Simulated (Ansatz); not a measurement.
Saddle point of SnSiH₇Cl, closed shell (SnH₃Cl ([Cl][SnH3]) + SiH₄ → SnSiH₆ ([SiH3][SnH3]) + HCl; bonds formed: Sn1–Si7, Cl2–H6; bonds broken: Sn1–Cl2, H6–Si7), PBE0-D4/def2-TZVP structure:

```xyz
10
angstrom
Sn -0.6997 0.4690 -1.1400
Cl 1.9419 1.4347 -0.8933
H -0.1762 -0.2183 -2.5932
H -1.9900 -0.4981 -0.5049
H -1.1564 2.0944 -1.0591
H 0.9600 0.3822 0.0457
Si 0.3072 -0.7142 1.2547
H -0.7943 -0.1866 2.0962
H 0.0116 -2.0967 0.8049
H 1.5960 -0.6663 1.9891
```

Energies are electronic, without zero-point energy. Barriers and step energies count from the start structure reached by relaxing down the imaginary mode; all methods use the PBE0-D4 structures, on which another method's saddle can fall below an end. Computed with Ansatz 0.2.0 (basis: def2-TZVPP, with def2-QZVPP for the basis limit); correlated methods freeze the cores. Filled d shells of the heavier atoms are correlated. Core potentials replace the inner electrons of the atoms past krypton. The def2 sets are not built for correlating such inner shells, so the correlated values are less sure here. B3LYP uses VWN-RPA correlation. Extrapolation: Hartree–Fock as exp(−7.88 √X), correlation as X^−2.97.

```
      method  barrier (kJ/mol)  step energy (kJ/mol)
       SPW92             146.9                  38.2
      PBE-D4             173.1                  48.9
     BLYP-D4             193.6                  60.6
   r2SCAN-D4             192.6                  60.1
      B97M-V             209.9                  66.5
     PBE0-D4             196.2                  53.4
    B3LYP-D4             211.0                  63.1
  r2SCAN0-D4             208.3                  60.6
    BHLYP-D4             236.3                  69.5
CAM-B3LYP-D4                 ?                  65.5
     wB97X-V             228.5                  64.9
     wB97M-V             222.9                  63.4
      B2PLYP             225.0                  65.6
    PBE-QIDH             218.3                  59.2
  RPA on PBE                 ?                  60.4
          HF             298.4                  89.9
         MP2                 ?                  60.7
        CCSD             241.1                  60.8
     CCSD(T)             228.1                  58.2
```

(1) Fill in the withheld barriers. (To be estimated.)

T1 diagnostic: at most 0.015. The start structure is not quite a true minimum (one mode of 33i cm⁻¹).

Results:

(1) Computed: RPA on PBE 228.7; CAM-B3LYP-D4 227.2; MP2 226.4 kJ/mol. Each is the energy of the saddle less that of the start structure, by the same method.

For comparison, the barrier by CCSD(T) at an estimated basis limit (MP2 extrapolated from triple and quadruple zeta, plus CCSD(T) − MP2 in triple zeta) is 215.8 kJ/mol.

Labels in which every atom is bracketed show which atoms are joined, not bond orders.

For scale, one of the runs: CCSD(T)/def2-TZVPP, 232 basis functions, launched by `ansatz run in.yaml --threads 4 --pin off --events-out ev --progress --plain --max-ram 9574MiB`. The run took 2.3 min on 4 CPU threads of an Intel Xeon (shared host), with 4.1 GiB of host memory at its peak.
